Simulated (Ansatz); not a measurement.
Cost and result for the atomization energy of `[CH3][Ga]([OH])[OH]` (9 atoms, 8 bonds).

```csv
atom,x (Å),y (Å),z (Å)
C1,-0.1112,0.3943,-1.4035
Ga2,0.1615,-0.1226,0.4535
O3,1.7911,-0.2646,1.1615
O4,-1.1050,-0.5110,1.6607
H5,-0.7037,1.3092,-1.4616
H6,0.8500,0.5644,-1.8885
H7,-0.6462,-0.3892,-1.9431
H8,1.7686,-0.5277,2.0846
H9,-2.0051,-0.4528,1.3365
```

Total charge 0; spin multiplicity 1. Correlated methods include outer-core shells of Ga, which these sets cover unevenly. Scalar relativity is left out up to krypton. The geometry is a stationary point of PBE0-D4/def2-TZVP. It is one conformer, not always the lowest. Program: Ansatz. Hardware: A = 2 threads of an AMD EPYC 7R13 on a shared host; B = 2 threads of an AMD EPYC 7R13 on a shared host and a share of an NVIDIA H100 80 GB. Times are those of one run each, without the atoms' runs, and a repeat can differ threefold. Electronic energies, without spin–orbit coupling; frozen cores. CCSD(T)/CBS adds CCSD(T) − MP2 in def2-TZVPP to the MP2 limit, and its time is that of the two runs behind it. T1 = 0.014. With those shells the extrapolation isn't a true limit. B3LYP takes the VWN-RPA correlation (the form of Gaussian; ORCA's B3LYP/G).

CCSD(T)/CBS is a level of theory with its own doubt, some kJ/mol a heavy atom from the limit and from the frozen cores, so smaller differences don't rank the functionals.

| level | functions | wall time |
| --- | --- | --- |
| PBE-D4/def2-TZVPP (with forces) [A] | 211 | 3.1 s |
| CCSD(T)/def2-TZVPP [B] | 211 | 4 s |
| PBE0-D4/def2-TZVPP [A] | 211 | 4.1 s |
| r2SCAN-D4/def2-TZVPP (with forces) [A] | 211 | 5.5 s |
| B3LYP-D4/def2-TZVPP (with forces) [A] | 211 | 5.5 s |
| B2PLYP/def2-TZVPP [A] | 211 | 8.5 s |
| ωB97X-V/def2-TZVPP [A] | 211 | 11 s |
| ωB97M-V/def2-TZVPP (with forces) [A] | 211 | 15 s |
| CCSD(T)/def2-QZVPP [B] | 410 | 21 s |
| CCSD(T)/CBS(def2) | – | 25 s |

Problem. What atomization energy does each give, and how far from CCSD(T)/CBS? (Best estimate.)

Solution. Ansatz gave: 
```tsv
level	atomization (kcal/mol)	difference from CCSD(T)/CBS	per bond
PBE-D4/def2-TZVPP (with forces) [A]	780.2	3.9	0.5
CCSD(T)/def2-TZVPP [B]	756.9	-19.4	-2.4
PBE0-D4/def2-TZVPP [A]	762.7	-13.6	-1.7
r2SCAN-D4/def2-TZVPP (with forces) [A]	771.9	-4.4	-0.5
B3LYP-D4/def2-TZVPP (with forces) [A]	763.2	-13.1	-1.6
B2PLYP/def2-TZVPP [A]	761.9	-14.4	-1.8
ωB97X-V/def2-TZVPP [A]	770.3	-6.0	-0.7
ωB97M-V/def2-TZVPP (with forces) [A]	768.8	-7.5	-0.9
CCSD(T)/def2-QZVPP [B]	769.3	-7.0	-0.9
CCSD(T)/CBS(def2)	776.3	0.0	0.0
```

From PBE to PBE0 (25 % exact exchange), in def2-TZVPP and without D4, the atomization energy moves by −16.9 kcal/mol: exact exchange takes away binding that semilocal exchange gives to molecules. The D4 term adds +5.4 kcal/mol with B3LYP and +2.8 kcal/mol with PBE0; it sums over pairs of atoms, weighted by their polarisabilities, and B3LYP, whose exchange is more repulsive, gets the larger term. In def2-TZVPP, CCSD(T) changes the Hartree–Fock value by +214.2 kcal/mol (the triples alone add +12.1 kcal/mol) and MP2 by +232.3 kcal/mol; breaking electron pairs costs correlation energy, which Hartree–Fock lacks.
